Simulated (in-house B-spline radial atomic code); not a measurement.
Values are calculated unless marked as measured or tabulated.
# Making a Troullier-Martins s channel for Se, r_c = 1.16 bohr

Se, [Ar] 3d10 4s2 4p4, non-relativistic PBE, spherical and spin-unpolarised, from an all-electron radial atomic-structure program (B-spline basis) (atomic units). The all-electron 4s level is ε = -0.614455 hartree, its outermost node lies just inside 0.72 bohr and its outer maximum at 1.55 bohr.

Inside r_c the pseudo-orbital is u(r) = r^1 exp(p(r)), with p = c0 + c2 r² + c4 r⁴ + … + c12 r¹². The seven coefficients follow from p and its first four derivatives at r_c, from zero curvature of the screened potential at the origin, c4 = −c2²/(2l + 5), and from the norm inside r_c. At r_c the all-electron orbital has P = 0.6874558, P' = 0.846111, the screened potential V = -2.80464, V' = 5.519642, V'' = -16.22146, and the norm inside is Q = 0.1308779.

(1) What are p, p' and p'' at r_c?

For a trial c2 the five matching conditions are linear in c0, c6, c8, c10 and c12, and c2 is varied until the norm inside r_c equals Q. The root nearest zero gives:

| n | c_n |
| --- | --- |
| 0 | -0.1889658 |
| 2 | -2.379626 |
| 4 | -1.132524 |
| 6 | 10.86459 |
| 8 | -12.83853 |
| 10 | 6.066526 |
| 12 | -1.048529 |

(2) Check c4 and p(r_c), and find the screened pseudopotential at the origin.

Orbitals and screened potentials:

```csv
r (bohr),P,u,V all-electron,V pseudo
0.116,0.2321,0.09298,-192.9,-7.71
0.29,-0.1777,0.1961,-48.06,-6.407
0.464,-0.3938,0.2374,-20.32,-2.144
0.638,-0.1541,0.2589,-10.51,2.809
0.812,0.1974,0.3326,-6.237,4.718
0.986,0.4918,0.5019,-4.056,0.09594
1.16,0.6875,0.6875,-2.805,-2.805
```

Logarithmic derivatives P'/P at R = 1.46 bohr, for energies E around ε:

```tsv
E − ε (hartree)	all-electron	pseudo
-0.5	0.579338	0.571832
-0.25	0.376508	0.374289
-0.1	0.24699	0.246602
0	0.157014	0.157024
0.1	0.063895	0.0634412
0.25	-0.0821792	-0.0854475
0.5	-0.344908	-0.361278
```

(3) With P(R) = 0.8244496 and a norm of 0.3110094 inside R, what slope in energy does norm conservation fix?

## Answers

(1) p = ln(P/r_c^1) = ln(0.6874558/1.16) = -0.52318. p' = P'/P − 1/r_c = 1.23079 − 0.86207 = 0.36872. The radial equation gives p'' = 2(V − ε) − 2(1) p'/r_c − p'² = -4.38037 − (0.63572) − 0.13595 = -5.15204. Differentiating, p''' = 2V' + 2(1)p'/r_c² − 2(1)p''/r_c − 2p'p'' = 24.269, and p'''' = 2V'' − 4(1)p'/r_c³ + 4(1)p''/r_c² − 2(1)p'''/r_c − 2p''² − 2p'p''' = -161.53.

(2) −c2²/5 = -1.13252, as listed. The terms c_n r_c^n are -0.18897, -3.20203, -2.05059, 26.47045, -42.09003, 26.76209, -6.22410, which sum to -0.52318. Inverting the radial equation, V_l(r) = ε + 1 p'/r + (p'' + p'²)/2, so V_l(0) = ε + (2l + 3) c2 = -0.614455 + 3 × (-2.37963) = -7.7533 hartree, finite where the all-electron potential diverges.

(3) d(P'/P)/dE = −2 × (norm inside R)/P(R)² = -0.9151 per hartree·bohr at E = ε, for both atoms, since orbital and norm agree at R. Differences over ±0.1 hartree give -0.9155 (all-electron) and -0.9158 (pseudo), which also hold third-order terms. Half a hartree below ε the two curves differ by -0.0075.
